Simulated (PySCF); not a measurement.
Molecule: SMILES O=C(C=C)CB(O)O, C4H7BO3.

Cartesian coordinates in Å; atom numbers follow the order of the lines, from 1:
```xyz
15

C    -2.8528   -0.3099   -0.3203
C    -1.6810   -0.5158    0.2685
C    -0.4085   -0.3409   -0.4625
O    -0.3721    0.1132   -1.5958
C     0.8462   -0.6985    0.2677
B     1.8302    0.5930    0.2838
O     1.8910    1.4220   -0.7740
O     2.5884    0.7993    1.3768
H    -2.8912   -0.0045   -1.3539
H    -3.7909   -0.4378    0.1924
H    -1.6106   -0.8287    1.2998
H     0.6553   -1.0939    1.2607
H     1.3719   -1.4599   -0.3119
H     1.2598    1.2040   -1.4740
H     3.1599    1.5663    1.3208
```

Frames of a GFN2-xTB Langevin trajectory at 200 K; GIAO PBE0/pcSseg-1 shieldings in PySCF 2.14, gas phase, non-relativistic; equivalent atoms averaged within each frame.

Scale: $^{13}$C (σ = 186.93 ppm), $^{1}$H (σ = 31.72 ppm) vs TMS; $^{17}$O (σ = 336.08 ppm) vs H2O; BF3·OEt2 for $^{11}$B (σ = 100.07 ppm) (reference shieldings calculated alike). The references are static minima.

Q: How do the shifts (ppm) fluctuate along the trajectory?

A: 
| time (fs) | C3 | C2 | C1 | C5 | O4 | O7/O8 | B6 | H11 | H9 | H10 |
| --- | --- | --- | --- | --- | --- | --- | --- | --- | --- | --- |
| 250 | 214.1 | 149.7 | 141.6 | 37.4 | 593.7 | 130.1 | 26.8 | 7.12 | 7.02 | 6.30 |
| 425 | 212.5 | 140.3 | 134.3 | 42.1 | 623.8 | 127.1 | 27.1 | 6.52 | 6.52 | 6.00 |
| 625 | 202.3 | 133.0 | 148.9 | 37.1 | 546.5 | 125.7 | 23.9 | 6.58 | 8.22 | 7.13 |
| 800 | 203.8 | 152.0 | 141.6 | 41.3 | 631.3 | 131.6 | 24.9 | 7.74 | 7.02 | 6.09 |
| 1000 | 207.8 | 141.5 | 137.4 | 40.4 | 606.7 | 124.2 | 26.2 | 6.45 | 6.45 | 6.08 |
| mean of frames | 208.1 | 143.3 | 140.8 | 39.7 | 600.4 | 127.7 | 25.8 | 6.88 | 7.05 | 6.32 |
| standard deviation | 5.2 | 7.7 | 5.5 | 2.3 | 33.5 | 3.1 | 1.3 | 0.55 | 0.71 | 0.47 |

5 frames give an uncertainty of the mean of about the standard deviation over 2.2 at best, since frames this close in time may not be independent; classical motion lacks zero-point vibration, and the reference would need the same averaging.
